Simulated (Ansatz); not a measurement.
Correlation energies of Cl2H2Se2Sn, SMILES `[Cl][Sn]([Cl])([SeH])[SeH]` by basis set

Cartesian coordinates in Å:
```
Cl -2.192 1.562 0.359
Sn -0.154 0.568 -0.110
Cl 1.172 2.195 -1.086
Se -0.333 -1.221 -1.853
Se 0.710 -0.169 2.122
H -1.045 -2.088 -0.901
H 1.840 -0.846 1.469
```

Total charge 0; spin multiplicity 1. Correlated methods include outer-core shells of Se, Sn, which these sets cover unevenly. Scalar relativity is left out up to krypton. Sn: def2 effective core potential. Geometry: relaxed with PBE0-D4/def2-TZVP. It is one conformer, not always the lowest. Frozen core, restricted reference, Ansatz 0.2.0.

```
     basis      HF (Eh)  MP2 corr.
  def2-SVP  -5932.47355   -0.83703
def2-TZVPP  -5933.39847   -1.23453
def2-QZVPP  -5933.52154   -2.09729
```

Problem. Estimate the CCSD correlation energy and the (T) correction in each basis where they were run (hartree).

Solution. 
```
   basis  CCSD corr.       (T)
def2-SVP    -0.87300  -0.02309
```
